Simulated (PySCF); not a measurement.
Polarisability and C₆ of K (potassium, neutral)

[Ar] 4s1, 2S determinant. Computed with PySCF 2.14 in def2-TZVPPD, with no relativity, point nucleus. Coupled (time-dependent) response in atomic units; α is the mean over directions.

```csv
method,mean α (bohr³),C₆ (like pair),S(−4)
UHF,413.2,6534,164900
PBE,324.9,4555,103600
PBE0,350.9,5109,120300
BLYP,261.0,3302,67120
r2SCANh,304.0,4247,85570
```

S(−4) is the Cauchy moment in α(ω) = α(0) + S(−4) ω² + …

Reference α: 289.7 ± 0.3 bohr³ (recommended; Schwerdtfeger and Nagle, table of static dipole polarizabilities (2023 update)). Published C₆: 3923 (Chu and Dalgarno (2004); Tang, Norbeck and Certain (1976)).

Hartree-Fock lies above the reference because it lacks correlation, which contracts the outer shell.

α(iu) at PBE:

```json
{"u (hartree)": "0", "α(iu) (bohr³)": "324.9"}
{"u (hartree)": "0.0500", "α(iu) (bohr³)": "182.0"}
{"u (hartree)": "0.100", "α(iu) (bohr³)": "80.91"}
{"u (hartree)": "0.200", "α(iu) (bohr³)": "28.31"}
{"u (hartree)": "0.300", "α(iu) (bohr³)": "15.73"}
{"u (hartree)": "0.500", "α(iu) (bohr³)": "8.328"}
{"u (hartree)": "0.750", "α(iu) (bohr³)": "5.294"}
{"u (hartree)": "1.00", "α(iu) (bohr³)": "3.795"}
{"u (hartree)": "1.50", "α(iu) (bohr³)": "2.240"}
{"u (hartree)": "2.00", "α(iu) (bohr³)": "1.464"}
{"u (hartree)": "3.00", "α(iu) (bohr³)": "0.7522"}
{"u (hartree)": "5.00", "α(iu) (bohr³)": "0.3005"}
```

A single London oscillator, α(iu) = α/(1 + u²/ω²), gives C₆ = (3/4) ω α². Matching the computed C₆ needs ω = 4 × 4555 / (3 × 324.9²) = 0.0575 hartree.
